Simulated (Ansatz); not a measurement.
Reaction (formal exchange of groups at the Si–Ge bond): `[SiH3][SiH2][GeH2][SiH2][SiH3]` + `N=CO` → `N=C(O)[SiH2][SiH3]` + `[SiH3][SiH2][GeH3]`

Calculated with Ansatz (gas phase, PBE0-D4/def2-TZVP geometries, no zero-point term in ΔE). CCSD(T)/CBS is the MP2 limit (def2-TZVPP, def2-QZVPP) plus CCSD(T) − MP2 in def2-TZVPP, frozen cores. This one scheme is used for every species. DFT in def2-TZVPP. B3LYP here is the variant with VWN-RPA as its local correlation; programs differ in this. For Ge outer-core shells are correlated without core-valence functions, which leaves a few kJ/mol of doubt a bond. Scalar relativity is left out up to krypton. One conformer a species, not always the lowest.

(1) Is it downhill or uphill in electronic energy at CCSD(T)/CBS, and by how much? (Estimate.)

(2) What do these levels give: PBE0-D4, PBE, PBE0, B3LYP, HF/CBS(def2), MP2/CBS(def2)? (Estimate.)

Largest T1 diagnostic among the species: 0.015.

## Answers

(1) The calculation gave: Uphill: ΔE = +43.2 kJ/mol.

(2) The calculation gave: PBE0-D4 49.6, PBE 40.7, PBE0 43.3, B3LYP 32.0, HF/CBS(def2) 28.7, MP2/CBS(def2) 44.5 kJ/mol.

In def2-TZVPP, CCSD(T) changes the Hartree–Fock value by +11.8 kJ/mol (the triples alone add +0.9 kJ/mol) and MP2 by +13.2 kJ/mol. The D4 term adds +9.9 kJ/mol with B3LYP and +6.3 kJ/mol with PBE0; it sums over pairs of atoms, weighted by their polarisabilities, and B3LYP, whose exchange is more repulsive, gets the larger term.
